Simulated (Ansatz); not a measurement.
Conformers of `C=C[N]([GeH3])[SiH2]Cl`, each relaxed with PBE0-D4/def2-TZVP in Ansatz. CBS adds the triple-zeta coupled-cluster correction to the MP2 limit.

Outer-core shells of Ge are correlated without core-valence functions. Scalar relativity is left out up to krypton. Spin–orbit coupling is left out.

Not all of them had a frequency check.

Conformer A:

Cartesian coordinates in Å:
```
C -1.909 0.108 -1.117
C -0.577 0.142 -1.136
N 0.286 -0.101 -0.069
Ge -0.446 -0.507 1.599
Si 1.967 0.194 -0.250
Cl 2.497 2.126 0.241
H -2.462 0.297 -2.026
H -2.485 -0.101 -0.223
H -0.073 0.367 -2.074
H -1.349 0.646 2.055
H -1.252 -1.806 1.470
H 0.759 -0.676 2.530
H 2.716 -0.687 0.669
H 2.328 0.001 -1.671
```

Conformer B:

Z-matrix (Å, degrees):
```
Ge
N 1 1.865
H 1 1.536 2 103.9
H 1 1.534 2 110.0 3 118.9
H 1 1.534 2 110.0 3 -118.9
C 2 1.394 1 118.5 3 -0.2
Si 2 1.725 1 123.8 3 179.7
C 6 1.334 2 126.7 1 179.8
H 6 1.087 2 114.7 1 -0.2
Cl 7 2.057 2 106.8 1 0.3
H 7 1.481 2 112.0 1 -117.4
H 7 1.481 2 112.0 1 118.0
H 8 1.085 6 123.5 2 -0.1
H 8 1.081 6 119.7 2 180.0
```

Problem. Which is lowest in electronic energy at CCSD(T)/CBS (frozen core, def2 sets), and by how much? (An estimate is asked.)

Solution. The calculation gave: A; B lies 12.3 kJ/mol higher.

Problem. Give the energies relative to A (kJ/mol) with PBE-D4/def2-TZVPP, B3LYP-D4/def2-TZVPP, ωB97X-V/def2-TZVPP, PBE/def2-TZVPP, MP2/def2-TZVPP, SCS-MP2/def2-QZVPP, MP2/CBS(def2). (Estimate.)

Solution. The calculation gave: 
```csv
level,B
PBE-D4/def2-TZVPP,12.5
B3LYP-D4/def2-TZVPP,12.2
ωB97X-V/def2-TZVPP,10.2
PBE/def2-TZVPP,13.3
MP2/def2-TZVPP,11.1
SCS-MP2/def2-QZVPP,11.7
MP2/CBS(def2),12.1
```

B3LYP here is the variant with VWN-RPA as its local correlation; programs differ in this.
